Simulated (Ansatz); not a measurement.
Reaction (silylene loss): `[SiH3][Se][GeH3]` → `[GeH3][SeH]` + `[SiH2]`

Isolated molecules relaxed with PBE0-D4/def2-TZVP in Ansatz; ΔE leaves out vibrations. CBS: MP2 limit from def2 TZ/QZ plus the TZ coupled-cluster correction, frozen cores. This one scheme is used for every species. DFT in def2-TZVPP. B3LYP here is the variant with VWN-RPA as its local correlation; programs differ in this. HSE06 is defined as in plane-wave codes. For Ge, Se outer-core shells are correlated without core-valence functions, which leaves a few kJ/mol of doubt a bond. Scalar relativity is left out up to krypton.

```
             level  ΔE (kcal/mol)  difference from CCSD(T)/CBS
       LDA (SPW92)           78.1                          5.3
            PBE-D4           73.0                          0.2
         revPBE-D4           71.7                         -1.1
            B97M-V           69.9                         -2.9
          B3LYP-D4           70.6                         -2.2
        r2SCANh-D4           77.2                          4.4
        r2SCAN0-D4           77.7                          4.9
          HSE06-D4           75.3                          2.5
          BHLYP-D4           73.6                          0.8
      CAM-B3LYP-D4           71.5                         -1.3
           ωB97X-V           74.0                          1.2
           ωB97M-V           70.6                         -2.2
            B2PLYP           70.4                         -2.4
          PBE-QIDH           76.7                          3.9
               PBE           70.7                         -2.1
            revPBE           67.1                         -5.7
              BLYP           63.3                         -9.5
            r2SCAN           76.4                          3.6
              PBE0           73.3                          0.5
             B3LYP           66.9                         -5.9
           r2SCANh           76.7                          3.9
           r2SCAN0           77.0                          4.2
             HSE06           73.4                          0.6
             BHLYP           70.0                         -2.8
         CAM-B3LYP           69.4                         -3.4
           LC-ωPBE           75.5                          2.7
RPA@PBE/def2-TZVPP           65.1                         -7.7
       HF/def2-SVP           65.2                         -7.6
      MP2/def2-SVP           72.6                         -0.2
     CCSD/def2-SVP           65.5                         -7.3
     HF/def2-TZVPP           67.1                         -5.7
    MP2/def2-TZVPP           76.1                          3.3
SCS-MP2/def2-TZVPP           72.5                         -0.3
   CCSD/def2-TZVPP           68.8                         -4.0
CCSD(T)/def2-TZVPP           70.1                         -2.7
    MP2/def2-QZVPP           77.7                          4.9
SCS-MP2/def2-QZVPP           74.1                          1.3
      HF/CBS(def2)           67.1                         -5.7
     MP2/CBS(def2)           78.8                          6.0
    CCSD/CBS(def2)           71.5                         -1.3
       CCSD(T)/CBS           72.8                            0
```

Largest T1 diagnostic among the species: 0.014.

The D4 term adds +3.7 kcal/mol with B3LYP and +2.0 kcal/mol with PBE0; it sums over pairs of atoms, weighted by their polarisabilities, and B3LYP, whose exchange is more repulsive, gets the larger term. At CCSD(T), def2-SVP lies −6.3 kcal/mol from the extrapolated value and def2-TZVPP −2.7 kcal/mol. From BLYP to BHLYP (50 % exact exchange), in def2-TZVPP and without D4, ΔE moves by +6.7 kcal/mol.
